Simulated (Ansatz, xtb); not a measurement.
**C2H7NOSi2: which of two isomers lies lower**

We compare X, `C#C[SiH2]N[SiH2]O`, a singlet, with Y, `C#CN([SiH3])[SiH2]O`, a singlet. Both are isolated molecules in the gas phase, relaxed with PBE0-D3(BJ)/def2-SVP; the shapes shown needn't be the lowest conformers.

X (Å):

```
atom    x (Å)    y (Å)    z (Å)
   C  -0.7957   2.0548   0.9833
   C  -0.5445   0.8651   1.0639
   N   1.3282  -1.2547   0.2277
   O   0.2546   0.0281  -1.9473
  Si  -0.1236  -0.9362   1.1233
  Si   1.5081  -0.9567  -1.4802
   H  -1.0242   3.1050   0.9280
   H   0.1059  -1.3102   2.5469
   H  -1.2903  -1.6722   0.5651
   H   2.1747  -1.3716   0.7766
   H   1.3650  -2.1705  -2.3287
   H   2.8687  -0.3695  -1.6870
   H   0.0913   0.8082  -1.4029
```

Y (Å):

```tsv
atom	x (Å)	y (Å)	z (Å)
C	-0.1169	-2.1056	-2.0999
C	-0.0228	-1.6050	-0.9971
N	0.0708	-1.0429	0.2251
O	-2.5999	-0.3377	0.9547
Si	1.4639	0.0164	0.5132
Si	-1.2972	-1.2947	1.3182
H	-0.1873	-2.5583	-3.0697
H	1.4463	1.1698	-0.4320
H	1.3448	0.4956	1.9183
H	2.7250	-0.7555	0.3245
H	-0.8450	-0.8784	2.6660
H	-1.6494	-2.7374	1.2144
H	-3.0723	-0.5331	0.1396
```

Estimate E(Y) − E(X) at the level CCSD(T)/def2-SVP + ΔMP2/def2-TZVPP.

Calculated at CCSD(T)/def2-SVP + ΔMP2/def2-TZVPP: E(Y) − E(X) = +22.3 kcal/mol, so structure X lies lower.

The same difference at several levels:

```tsv
level	geometry	E(Y) − E(X) (kcal/mol)	departure from the last row (kcal/mol)	job, with rough time for the two
PBE0-D3(BJ)/def2-SVP	PBE0-D3(BJ)/def2-SVP	+16.2	−6.1	optimisation, 7.6 min
HF/def2-SVP	PBE0-D3(BJ)/def2-SVP	+18.6	−3.7	part of the CCSD(T) run
MP2/def2-SVP	PBE0-D3(BJ)/def2-SVP	+18.1	−4.2	part of the CCSD(T) run
CCSD(T)/def2-SVP	PBE0-D3(BJ)/def2-SVP	+17.9	−4.5	single point
CCSD(T)/def2-SVP + ΔMP2/def2-TZVPP	PBE0-D3(BJ)/def2-SVP	+22.3		single point, 2 min
```

As drawn, Y has 1 C–N, 1 Si–H in place of 1 C–Si, 1 N–H.

The levels shown agree on the order. The largest departure from CCSD(T)/def2-SVP + ΔMP2/def2-TZVPP is that of PBE0-D3(BJ)/def2-SVP, 6.1 kcal/mol. Levels run at GFN2-xTB geometries aren't shown. The last row adds to CCSD(T) the change of the MP2 difference between the two basis sets, here +4.5 kcal/mol, a large step that makes the value less sure.

With thermal terms from frequencies at re-optimised GFN2-xTB minima (ideal gas, soft modes damped towards free rotors, one conformer each, 298.15 K, 1 atm): the zero-point term adds −1.7 kcal/mol; ΔH is +20.9 and ΔG +20.3 kcal/mol.

The correlated steps freeze 14 core orbitals. Run with Ansatz 0.2.0, xtb 6.7.1; the last row on 2 threads of Intel(R) Xeon(R) Processor @ 2.50GHz (Skylake/Cascade Lake) on a shared host.
